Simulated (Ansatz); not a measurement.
Ansatz (a program for electronic structure) input (HF/STO-3G):

Ansatz 0.2 input:
```yaml
crystal:
  periodic: [false, false, false]
  atoms:
    - {symbol: C, position_ang: [1.76498700, -0.01523600, -0.70131300]}
    - {symbol: Si, position_ang: [0.15870000, 0.00402100, -0.01508200]}
    - {symbol: C, position_ang: [-0.80482400, -1.61625400, -0.28930100]}
    - {symbol: C, position_ang: [-0.91528800, 1.45054700, -0.63393300]}
    - {symbol: F, position_ang: [-0.09530000, 0.18088200, 1.64017500]}
    - {symbol: H, position_ang: [2.39383000, -0.90187500, -0.63721500]}
    - {symbol: H, position_ang: [2.32871300, 0.90593500, -0.84036800]}
    - {symbol: H, position_ang: [-1.07356400, -1.73847900, -1.34156300]}
    - {symbol: H, position_ang: [-0.18413400, -2.47237500, -0.00654300]}
    - {symbol: H, position_ang: [-1.71981300, -1.65511900, 0.31065000]}
    - {symbol: H, position_ang: [-0.35927100, 2.38992900, -0.55294500]}
    - {symbol: H, position_ang: [-1.18362300, 1.31707400, -1.68493100]}
    - {symbol: H, position_ang: [-1.83548800, 1.55632300, -0.05023600]}
basis:
  gaussian:
    orbitals: STO-3G
hamiltonian:
  xc: {name: HF}
total_charge: -1
relax: {f_tol: 0.003, max_steps: 120}
```

Output:

```
Functional definition: HF
integrals: 0.00 GiB planned
529 factors; integrals over basis functions are off by at most 8.6e-6 eV
mean field: 0.08 GiB planned
mean field evaluation 1: about -13612.0439 eV, gradient 2.5e1 eV
mean field evaluation 2: about -13612.1713 eV, gradient 2.5e1 eV
mean field evaluation 4: about -13614.6687 eV, gradient 1.8e0 eV
mean field evaluation 8: about -13614.6847 eV, gradient 2.3e-2 eV
mean field -13614.68469804 eV, -500.3304342882 hartree, gradient 5.4e-5 eV, S^2 0.000000; 0 other end points of the search recorded, 0 dependent functions left out
the calculation of the forces begins
reference -13614.68469804 eV, -500.3304342882 hartree; 25, 25 occupied and 12, 12 virtual orbitals, 529 factors
relax step   1: F+E_penalty+E_count = -13614.68469804 eV  Δ(F+E_penalty+E_count) = +0.000e0 eV  max|allowed force component| = 1.080e0 eV/Å  Δτ_max = 0.0000 Å  (29 SCF iters, accepted)
these checks for a lower state are left out or cut short: starts, cluster_reference, orbital_swaps, neighbouring_geometries, increment
integrals: 0.00 GiB planned
529 factors; integrals over basis functions are off by at most 1.0e-5 eV
mean field: 0.08 GiB planned
mean field evaluation 16: about -13614.8154 eV, gradient 1.2e-4 eV
mean field -13614.81542194 eV, -500.3352383030 hartree, gradient 7.9e-6 eV, S^2 0.000000; 0 other end points of the search recorded, 0 dependent functions left out
the calculation of the forces begins
reference -13614.81542194 eV, -500.3352383030 hartree; 25, 25 occupied and 12, 12 virtual orbitals, 529 factors
relax step   2: F+E_penalty+E_count = -13614.81542194 eV  Δ(F+E_penalty+E_count) = -1.307e-1 eV  max|allowed force component| = 8.479e-1 eV/Å  Δτ_max = 0.1040 Å  (30 SCF iters, accepted)
these checks for a lower state are left out or cut short: starts, cluster_reference, orbital_swaps, neighbouring_geometries, increment
integrals: 0.00 GiB planned
529 factors; integrals over basis functions are off by at most 1.1e-5 eV
mean field: 0.08 GiB planned
mean field -13614.84775011 eV, -500.3364263415 hartree, gradient 8.2e-6 eV, S^2 0.000000; 0 other end points of the search recorded, 0 dependent functions left out
the calculation of the forces begins
reference -13614.84775011 eV, -500.3364263415 hartree; 25, 25 occupied and 12, 12 virtual orbitals, 529 factors
relax step   3: F+E_penalty+E_count = -13614.84775011 eV  Δ(F+E_penalty+E_count) = -3.233e-2 eV  max|allowed force component| = 8.672e-1 eV/Å  Δτ_max = 0.0486 Å  (30 SCF iters, accepted)
these checks for a lower state are left out or cut short: starts, cluster_reference, orbital_swaps, neighbouring_geometries, increment
integrals: 0.00 GiB planned
529 factors; integrals over basis functions are off by at most 1.1e-5 eV
mean field: 0.08 GiB planned
mean field evaluation 32: about -13614.7356 eV, gradient 4.9e-5 eV
mean field -13614.87321883 eV, -500.3373622994 hartree, gradient 8.9e-6 eV, S^2 0.000000; 0 other end points of the search recorded, 0 dependent functions left out
the calculation of the forces begins
reference -13614.87321883 eV, -500.3373622994 hartree; 25, 25 occupied and 12, 12 virtual orbitals, 529 factors
relax step   4: F+E_penalty+E_count = -13614.87321883 eV  Δ(F+E_penalty+E_count) = -2.547e-2 eV  max|allowed force component| = 6.570e-1 eV/Å  Δτ_max = 0.0507 Å  (30 SCF iters, accepted)
these checks for a lower state are left out or cut short: starts, cluster_reference, orbital_swaps, neighbouring_geometries, increment
integrals: 0.00 GiB planned
529 factors; integrals over basis functions are off by at most 1.1e-5 eV
mean field: 0.08 GiB planned
mean field -13614.88802573 eV, -500.3379064429 hartree, gradient 1.0e-5 eV, S^2 0.000000; 0 other end points of the search recorded, 0 dependent functions left out
the calculation of the forces begins
reference -13614.88802573 eV, -500.3379064429 hartree; 25, 25 occupied and 12, 12 virtual orbitals, 529 factors
relax step   5: F+E_penalty+E_count = -13614.88802573 eV  Δ(F+E_penalty+E_count) = -1.481e-2 eV  max|allowed force component| = 4.353e-1 eV/Å  Δτ_max = 0.0660 Å  (30 SCF iters, accepted)
these checks for a lower state are left out or cut short: starts, cluster_reference, orbital_swaps, neighbouring_geometries, increment
integrals: 0.00 GiB planned
529 factors; integrals over basis functions are off by at most 9.1e-6 eV
mean field: 0.08 GiB planned
mean field -13614.88058317 eV, -500.3376329339 hartree, gradient 9.2e-6 eV, S^2 0.000000; 0 other end points of the search recorded, 0 dependent functions left out
the calculation of the forces begins
reference -13614.88058317 eV, -500.3376329339 hartree; 25, 25 occupied and 12, 12 virtual orbitals, 529 factors
relax step   6: F+E_penalty+E_count = -13614.88058317 eV  Δ(F+E_penalty+E_count) = +7.443e-3 eV  max|allowed force component| = 6.820e-1 eV/Å  Δτ_max = 0.0477 Å  (24 SCF iters, rejected (line search))
these checks for a lower state are left out or cut short: starts, cluster_reference, orbital_swaps, neighbouring_geometries, increment
integrals: 0.00 GiB planned
529 factors; integrals over basis functions are off by at most 1.1e-5 eV
mean field: 0.08 GiB planned
mean field -13614.89405416 eV, -500.3381279838 hartree, gradient 9.7e-6 eV, S^2 0.000000; 0 other end points of the search recorded, 0 dependent functions left out
the calculation of the forces begins
reference -13614.89405416 eV, -500.3381279838 hartree; 25, 25 occupied and 12, 12 virtual orbitals, 529 factors
relax step   7: F+E_penalty+E_count = -13614.89405416 eV  Δ(F+E_penalty+E_count) = -6.028e-3 eV  max|allowed force component| = 5.393e-2 eV/Å  Δτ_max = 0.0196 Å  (25 SCF iters, accepted)
these checks for a lower state are left out or cut short: starts, cluster_reference, orbital_swaps, neighbouring_geometries, increment
integrals: 0.00 GiB planned
529 factors; integrals over basis functions are off by at most 1.1e-5 eV
mean field: 0.08 GiB planned
mean field evaluation 64: about -13614.7545 eV, gradient 4.2e-1 eV
mean field -13614.89418288 eV, -500.3381327143 hartree, gradient 9.7e-6 eV, S^2 0.000000; 0 other end points of the search recorded, 0 dependent functions left out
the calculation of the forces begins
reference -13614.89418288 eV, -500.3381327143 hartree; 25, 25 occupied and 12, 12 virtual orbitals, 529 factors
relax step   8: F+E_penalty+E_count = -13614.89418288 eV  Δ(F+E_penalty+E_count) = -1.287e-4 eV  max|allowed force component| = 7.518e-2 eV/Å  Δτ_max = 0.0096 Å  (25 SCF iters, accepted)
these checks for a lower state are left out or cut short: starts, cluster_reference, orbital_swaps, neighbouring_geometries, increment
integrals: 0.00 GiB planned
529 factors; integrals over basis functions are off by at most 1.1e-5 eV
mean field: 0.08 GiB planned
mean field -13614.89443183 eV, -500.3381418628 hartree, gradient 9.6e-6 eV, S^2 0.000000; 0 other end points of the search recorded, 0 dependent functions left out
the calculation of the forces begins
reference -13614.89443183 eV, -500.3381418628 hartree; 25, 25 occupied and 12, 12 virtual orbitals, 529 factors
relax step   9: F+E_penalty+E_count = -13614.89443183 eV  Δ(F+E_penalty+E_count) = -2.489e-4 eV  max|allowed force component| = 3.661e-2 eV/Å  Δτ_max = 0.0101 Å  (25 SCF iters, accepted)
these checks for a lower state are left out or cut short: starts, cluster_reference, orbital_swaps, neighbouring_geometries, increment
integrals: 0.00 GiB planned
529 factors; integrals over basis functions are off by at most 1.1e-5 eV
mean field: 0.08 GiB planned
mean field -13614.89457115 eV, -500.3381469828 hartree, gradient 9.7e-6 eV, S^2 0.000000; 0 other end points of the search recorded, 0 dependent functions left out
the calculation of the forces begins
reference -13614.89457115 eV, -500.3381469828 hartree; 25, 25 occupied and 12, 12 virtual orbitals, 529 factors
relax step  10: F+E_penalty+E_count = -13614.89457115 eV  Δ(F+E_penalty+E_count) = -1.393e-4 eV  max|allowed force component| = 1.162e-2 eV/Å  Δτ_max = 0.0043 Å  (26 SCF iters, accepted)
these checks for a lower state are left out or cut short: starts, cluster_reference, orbital_swaps, neighbouring_geometries, increment
integrals: 0.00 GiB planned
529 factors; integrals over basis functions are off by at most 1.1e-5 eV
mean field: 0.08 GiB planned
mean field -13614.89458428 eV, -500.3381474653 hartree, gradient 9.7e-6 eV, S^2 0.000000; 0 other end points of the search recorded, 0 dependent functions left out
the calculation of the forces begins
reference -13614.89458428 eV, -500.3381474653 hartree; 25, 25 occupied and 12, 12 virtual orbitals, 529 factors
relax step  11: F+E_penalty+E_count = -13614.89458428 eV  Δ(F+E_penalty+E_count) = -1.313e-5 eV  max|allowed force component| = 1.676e-2 eV/Å  Δτ_max = 0.0049 Å  (25 SCF iters, accepted)
these checks for a lower state are left out or cut short: starts, cluster_reference, orbital_swaps, neighbouring_geometries, increment
integrals: 0.00 GiB planned
529 factors; integrals over basis functions are off by at most 1.1e-5 eV
mean field: 0.08 GiB planned
mean field evaluation 96: about -13614.7555 eV, gradient 3.0e-1 eV
mean field -13614.89461292 eV, -500.3381485180 hartree, gradient 9.7e-6 eV, S^2 0.000000; 0 other end points of the search recorded, 0 dependent functions left out
the calculation of the forces begins
reference -13614.89461292 eV, -500.3381485180 hartree; 25, 25 occupied and 12, 12 virtual orbitals, 529 factors
relax step  12: F+E_penalty+E_count = -13614.89461292 eV  Δ(F+E_penalty+E_count) = -2.864e-5 eV  max|allowed force component| = 1.182e-2 eV/Å  Δτ_max = 0.0044 Å  (25 SCF iters, accepted)
these checks for a lower state are left out or cut short: starts, cluster_reference, orbital_swaps, neighbouring_geometries, increment
integrals: 0.00 GiB planned
529 factors; integrals over basis functions are off by at most 1.1e-5 eV
mean field: 0.08 GiB planned
mean field -13614.89462235 eV, -500.3381488643 hartree, gradient 9.7e-6 eV, S^2 0.000000; 0 other end points of the search recorded, 0 dependent functions left out
the calculation of the forces begins
reference -13614.89462235 eV, -500.3381488643 hartree; 25, 25 occupied and 12, 12 virtual orbitals, 529 factors
relax step  13: F+E_penalty+E_count = -13614.89462235 eV  Δ(F+E_penalty+E_count) = -9.425e-6 eV  max|allowed force component| = 5.067e-3 eV/Å  Δτ_max = 0.0045 Å  (25 SCF iters, accepted)
these checks for a lower state are left out or cut short: starts, cluster_reference, orbital_swaps, neighbouring_geometries, increment
integrals: 0.00 GiB planned
529 factors; integrals over basis functions are off by at most 1.1e-5 eV
mean field: 0.08 GiB planned
mean field -13614.89462330 eV, -500.3381488993 hartree, gradient 9.7e-6 eV, S^2 0.000000; 0 other end points of the search recorded, 0 dependent functions left out
the calculation of the forces begins
reference -13614.89462330 eV, -500.3381488993 hartree; 25, 25 occupied and 12, 12 virtual orbitals, 529 factors
relax step  14: F+E_penalty+E_count = -13614.89462330 eV  Δ(F+E_penalty+E_count) = -9.527e-7 eV  max|allowed force component| = 2.390e-3 eV/Å  Δτ_max = 0.0009 Å  (26 SCF iters, accepted)
integrals: 0.00 GiB planned
529 factors; integrals over basis functions are off by at most 1.1e-5 eV
mean field: 0.08 GiB planned
mean field evaluation 128: about -13612.4655 eV, gradient 2.5e1 eV
mean field -13614.89462330 eV, -500.3381488993 hartree, gradient 9.7e-6 eV, S^2 0.000000; 1 other end points of the search recorded, 0 dependent functions left out
the calculation of the forces begins
reference -13614.89462330 eV, -500.3381488993 hartree; 25, 25 occupied and 12, 12 virtual orbitals, 529 factors
Total energy: -13614.89462330 eV, -500.3381488993 hartree
Atom 0 at     1.797174    -0.039953    -0.931574 Å, force     0.002244    -0.000086    -0.001481 eV/Å
Atom 1 at     0.215928     0.001020    -0.060133 Å, force    -0.002390    -0.000052     0.000307 eV/Å
Atom 2 at    -0.822450    -1.559108    -0.295010 Å, force     0.000318     0.000341     0.000228 eV/Å
Atom 3 at    -0.928763     1.392453    -0.626692 Å, force     0.000340    -0.000259     0.000295 eV/Å
Atom 4 at     0.130987     0.181834     1.576117 Å, force    -0.000056    -0.000002     0.000000 eV/Å
Atom 5 at     2.389424    -0.840614    -0.478817 Å, force     0.000139    -0.000259     0.000240 eV/Å
Atom 6 at     2.327405     0.881155    -0.672306 Å, force     0.000118     0.000315     0.000176 eV/Å
Atom 7 at    -1.080027    -1.704365    -1.336780 Å, force     0.000044    -0.000079     0.000191 eV/Å
Atom 8 at    -0.291088    -2.448355     0.022068 Å, force    -0.000244     0.000059    -0.000104 eV/Å
Atom 9 at    -1.752540    -1.531643     0.262044 Å, force    -0.000153    -0.000097     0.000043 eV/Å
Atom 10 at    -0.464473     2.365312    -0.518869 Å, force    -0.000238    -0.000097    -0.000086 eV/Å
Atom 11 at    -1.187684     1.284498    -1.672653 Å, force     0.000036     0.000122     0.000169 eV/Å
Atom 12 at    -1.858969     1.423139    -0.069999 Å, force    -0.000159     0.000093     0.000022 eV/Å
Dipole moment:    -0.928826     0.022785     0.500473 e Å
```

The dipole moment of an ion depends on the origin.

The geometry given is a B3LYP-D3(BJ)/def2-TZVP minimum.
